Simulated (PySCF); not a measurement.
CH6AlBN, BH4O2Si, AlB2ClH3 (calculated)

All values are calculated (PySCF 2.14.0). Calculation on a computer-drawn molecule: optimised geometry and harmonic frequencies of an isolated molecule of the commonest isotopes, restricted reference for singlets and unrestricted otherwise, frozen core in MP2.

Common to all runs: charge 0; multiplicity 2; method HF; basis cc-pV(D+d)Z.

(1) CH6AlBN

Start structure:
```xyz
10
CH6AlBN
B      0.4713     0.6637    -0.6605
N     -0.7793     1.1256    -0.5644
C     -1.2997     2.1321     0.4482
Al    -2.7107     0.9984     1.2524
H      1.3152     0.9623     0.0370
H     -1.6137     0.8885    -1.2124
H     -1.5576     3.0938    -0.0725
H     -0.4244     2.4820     1.0255
H     -3.5957     1.3023     2.4424
H     -2.8403    -0.4491     0.5502
```

* rotational constants: 20.27, 2.684, 2.577 GHz
* total energy: -362.3670 hartree
* spin squared: 0.7596
* convergence status largest gradient component: 1.598e-05 hartree/bohr

Drawn bonds:
```csv
atom,other atom,order
1,2,1
2,3,1
3,4,1
1,5,1
2,6,1
3,7,1
3,8,1
4,9,1
4,10,1
```

Optimised structure:
```xyz
10
CH6AlBN
B      0.6851     0.8752    -0.7763
N     -0.6620     1.1437    -0.6668
C     -1.3383     1.9169     0.3836
Al    -2.8313     0.9669     1.2854
H      1.5175     1.2459     0.0068
H     -1.2759     0.7812    -1.3692
H     -1.6825     2.8799    -0.0202
H     -0.5915     2.1842     1.1377
H     -3.4106     1.5372     2.6427
H     -3.4454    -0.3315     0.6223
```

Modes:
```csv
frequency (cm⁻¹),reduced mass (dalton)
73.13,2.716
106.6,1.102
203,2.177
378.9,2.106
487,1.253
528.6,1.491
536.3,1.832
674.5,2.231
750.2,1.404
843.1,1.101
851.2,1.091
994.7,1.501
1055,3.581
1292,1.173
1325,1.382
1384,1.841
1549,1.093
1620,1.865
1984,1.06
1987,1.025
2691,1.1
3119,1.07
3201,1.089
3817,1.076
```

(2) BH4O2Si

Start structure:
```xyz
8
BH4O2Si
B     -1.9620     1.7006     0.9437
O     -0.7433     1.4857     0.5667
Si     0.8219     1.4816     0.2103
O      1.0317     1.2345    -1.4031
H     -2.7570     0.7646     0.8541
H      1.3616     0.3645     0.9440
H      1.4700     2.7501     0.3602
H      0.5757     0.4615    -1.8656
```

- rotational constants: 17.27, 3.782, 3.382 GHz
- total energy: -465.7536 hartree
- spin squared: 0.7536
- convergence status largest gradient component: 1.678e-05 hartree/bohr

Drawn bonds:
```csv
atom,other atom,order
1,2,1
2,3,1
3,4,1
1,5,1
3,6,1
3,7,1
4,8,1
```

Optimised structure:
```xyz
8
BH4O2Si
B     -1.8705     1.7206     0.8847
O     -0.7880     1.0216     0.5324
Si     0.7907     1.3749     0.1492
O      0.9997     1.3294    -1.4718
H     -2.9449     1.2015     1.0539
H      1.5958     0.3449     0.8223
H      1.1291     2.7349     0.5788
H      0.8867     0.5153    -1.9391
```

Modes:
```csv
frequency (cm⁻¹),reduced mass (dalton)
63.4,9.065
198.3,2.357
242.4,1.522
299.4,1.201
380.2,3.147
696.4,1.22
747.1,5.044
819.3,1.096
892.5,1.887
945.9,1.982
1017,1.194
1049,1.142
1088,1.395
1405,9.767
2361,1.043
2390,1.039
2654,1.093
4175,1.067
```

(3) AlB2ClH3

Start structure:
```xyz
7
AlB2ClH3
B     -0.7587    -1.9592     0.4296
Al     0.2180    -0.4046     1.1397
B      2.0170    -0.6106     2.0143
Cl     0.7877    -0.7429     3.2823
H     -0.8877    -3.1039     0.1108
H     -0.4880     1.0880     1.2199
H      3.1141    -0.8755     2.4841
```

- rotational constants: 11.72, 1.705, 1.606 GHz
- total energy: -752.4729 hartree
- spin squared: 0.7593
- convergence status largest gradient component: 5.777e-05 hartree/bohr

Drawn bonds:
```csv
atom,other atom,order
1,2,1
2,3,1
3,4,1
1,5,1
2,6,1
3,7,1
```

Optimised structure:
```xyz
7
AlB2ClH3
B     -0.7104    -2.0792     0.2230
Al     0.1415    -0.4259     1.1028
B      1.7992    -0.6290     2.4698
Cl     1.4732    -0.7924     4.2135
H     -1.2088    -3.0388    -0.2736
H     -0.4597     0.9956     0.7431
H      2.9673    -0.6389     2.2021
```

Modes:
```csv
frequency (cm⁻¹),reduced mass (dalton)
31.54,3.503
133.8,3.802
157.4,3.302
294.5,1.274
422.9,1.505
526.6,1.083
540.6,3.45
665.8,4.812
737,1.459
761.7,1.567
836.8,4.308
1103,1.254
1969,1.042
2714,1.092
2815,1.1
```
